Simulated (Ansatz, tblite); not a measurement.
Removing and adding an electron: Na6Sb (the lowest doublet isomer of a short search). Charge 0, multiplicity 2. Geometry: PBE-D4/def2-SVP. Ansatz, gas phase; energy differences of separate SCF runs; the oxidised species is a singlet (the triplet lies 0.45 eV higher at PBE0-D4/def2-TZVP); the reduced species is a singlet (the triplet lies 0.07 eV higher at PBE0-D4/def2-TZVPD).

Cartesian coordinates in Å:
```
Sb -0.214 0.206 0.347
Na 1.455 0.708 -2.169
Na -1.432 2.364 -1.362
Na 1.550 -2.167 1.027
Na 1.447 2.705 0.625
Na -1.220 -2.365 -0.918
Na -1.586 -1.450 2.451
```

In the def2 sets Sb takes a core potential; there is no spin–orbit coupling. The xTB rows come from tblite. The structure comes from a short search, and lower isomers may exist.

Question: Estimate orbital energies and vertical ionisation energies and electron affinities at: GFN1-xTB; GFN2-xTB; LDA (SPW92)/def2-TZVP; LDA (SPW92)/def2-TZVPD; PBE-D4/def2-TZVP; PBE-D4/def2-TZVPD; PBE0-D4/def2-TZVP; PBE0-D4/def2-TZVPD.

Answer: 
| level | −HOMO (eV) | vertical IE (eV) | −LUMO (eV) | vertical EA (eV) | HOMO–LUMO gap (eV) | IE − EA (eV) | remarks |
| --- | --- | --- | --- | --- | --- | --- | --- |
| GFN1-xTB | – | 7.78 | – | 5.09 | – | 2.69 | – |
| GFN2-xTB | – | 7.64 | – | 3.15 | – | 4.49 | – |
| LDA (SPW92)/def2-TZVP | 2.22 | 3.59 | 1.97 | – | 0.25 | – | restricted SCF unstable in HF (+1 singlet) |
| LDA (SPW92)/def2-TZVPD | 2.22 | – | 1.97 | 0.79 | 0.25 | – | HOMO above zero (-1 singlet), restricted singlet, untested (-1 singlet) |
| PBE-D4/def2-TZVP | 2.20 | 3.54 | 1.83 | – | 0.37 | – | restricted SCF unstable in HF (+1 singlet) |
| PBE-D4/def2-TZVPD | 2.20 | – | 1.83 | 0.70 | 0.37 | – | HOMO above zero (-1 singlet), restricted singlet, untested (-1 singlet) |
| PBE0-D4/def2-TZVP | 2.60 | 3.53 | 1.42 | – | 1.18 | – | restricted SCF unstable in HF (+1 singlet) |
| PBE0-D4/def2-TZVPD | 2.60 | – | 1.42 | 0.68 | 1.18 | – | HOMO above zero (-1 singlet), restricted singlet, untested (-1 singlet) |

Run but left out: HF/def2-SVP, MP2/def2-SVP, CCSD/def2-SVP, CCSD(T)/def2-SVP (doublet: ⟨S²⟩ 1.42, where a pure state has 0.75).   A HOMO above zero means that the electron is unbound at that level or that self-interaction error raises the level; the energy of removing that electron tells which. HOMO and LUMO are the levels of the spin that leaves or enters (xTB has no such levels and no spin-polarisation term). Other spin states of the ions may lie lower, which would lower the ionisation energy or raise the affinity. Raw xTB energy differences between charge states are shifted by several eV; the methods need an empirical correction for them.
